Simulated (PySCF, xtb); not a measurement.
YCl₃, SMILES [Cl][Y]([Cl])[Cl].

xtb with GFN2-xTB at its own geometry gives an orbital gap of 1.19 eV and a dipole moment of 5.16 D.

Geometry: r2SCAN-D4/def2-SVP. The isomer is the one that the SMILES or the coordinates give; other isomers of the formula were not compared. The def2 effective core potentials stand for the cores of Y; spin–orbit coupling is left out.

Problem. What does PySCF with CAM-B3LYP/def2-TZVPD give? (An estimate is asked for; the answer gives what the named calculation found.)

Solution. gap 8.32 eV (levels -10.49 and -2.17 eV), dipole 0.00 D.
